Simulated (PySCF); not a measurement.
Field gradients at the hydrogen positions

Compound: C₆H₆O₂PS (charge -1).
Z-matrix (Å and degrees, PBE0-D3(BJ)/def2-SVP geometry), rows numbered from 1:
```
C 
C   1  1.3347
P   2  1.8379  1  121.19
O   3  1.5091  2  107.48  1     3.78
O   3  1.5077  2  107.52  1  -134.42
C   3  1.8491  2  100.84  1   115.06
C   6  1.3751  3  129.13  2   -90.33
C   7  1.4232  6  113.46  3  -178.43
C   8  1.3749  7  112.27  6     0.19
S   9  1.7203  8  111.18  7     0.36
H   1  1.0977  2  123.03  3   176.07
H   1  1.0967  2  118.43  3    -3.39
H   2  1.0982  1  120.99  3  -176.11
H   7  1.0914  6  120.76  3     0.68
H   8  1.0931  7  124.44  6   179.62
H   9  1.0905  8  127.69  7   179.21
```

Level: PBE0/pcSseg-1 (PySCF, non-relativistic); Q(2H) = 0.00286 b; rigid geometry, the same for H and D, with no vibrational averaging.

Problem. Rank these positions by the coupling χzz of a deuteron there, largest first.
A. H16 (aromatic hydrogen)
B. H14 (aromatic hydrogen)
C. H13 (vinylic hydrogen)
D. H12 (vinylic hydrogen)

Solution. A (214 kHz), B (209 kHz), C (204 kHz), D (200 kHz).

Problem. Give the electric field gradient Vzz (the principal value of largest size), its asymmetry and the 2H coupling at each hydrogen.

Solution. 
| atom | bonded to | bond length (Å) | Vzz (au) | η | χzz (kHz) |
| --- | --- | --- | --- | --- | --- |
| H11 | C1 | 1.098 | 0.3066 | 0.04 | 206 |
| H12 | C1 | 1.097 | 0.2973 | 0.03 | 200 |
| H13 | C2 | 1.098 | 0.3039 | 0.03 | 204 |
| H14 | C7 | 1.091 | 0.3104 | 0.05 | 209 |
| H15 | C8 | 1.093 | 0.3132 | 0.07 | 210 |
| H16 | C9 | 1.090 | 0.3189 | 0.09 | 214 |

Problem. A static deuteron (I = 1) shows a doublet split by (3/2)χ, (3/4)χ(1 + η) and (3/4)χ(1 − η) with the field along z, y and x of the gradient. What are these for H15?

Solution. With |χ| = 210.5 kHz and η = 0.067: 316, 168 and 147 kHz, to first order and without motion.

The structure is a single PBE0-D3(BJ)/def2-SVP conformer in the gas phase; no vibrational or solvent corrections. The pcSseg-1 basis has no diffuse functions, a weakness for an anion. A larger basis could move these couplings by a tenth or more.
